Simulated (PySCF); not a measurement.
CBClFNO. Atoms are numbered in the order given.

```xyz
6

B     -0.4736     0.6145     0.0000
Cl     0.9938     1.5893     0.0000
F     -1.6395     1.2310     0.0000
N     -0.4273    -0.7941     0.0000
C      0.0156    -1.9130     0.0000
O      0.3907    -3.0167     0.0000
```

Geometry: B3LYP-D3(BJ)/def2-SVP. One conformer was computed; it need not be the lowest.

Calculation: PySCF with KT2/pcSseg-1.

GIAO shieldings, no solvent; atoms alike by connectivity are averaged. δ = σ(ref) − σ: ¹¹B against BF3 (σ = 89.8 ppm); ³⁵Cl against HCl (σ = 945.4 ppm); ¹⁹F against CFCl3 (σ = 127.1 ppm); ¹⁵N against NH3 (σ = 266.2 ppm); ¹³C against TMS (σ = 185.1 ppm); ¹⁷O against H2O (σ = 330.4 ppm), references at their B3LYP-D3(BJ)/def2-TZVP geometries, non-relativistic (without spin–orbit terms, shifts of atoms bonded to Cl or Br come out too high).

Task: Estimate the chemical shifts. (An estimate is asked for; the answer gives what the named calculation found.)

Result: 
| nucleus | atoms | count | δ (ppm) |
|---|---|---|---|
| ¹¹B | B1 | 1 | 6.8 |
| ³⁵Cl | Cl2 | 1 | 162.5 |
| ¹⁹F | F3 | 1 | -80.8 |
| ¹⁵N | N4 | 1 | 74.0 |
| ¹³C | C5 | 1 | 120.2 |
| ¹⁷O | O6 | 1 | 165.4 |
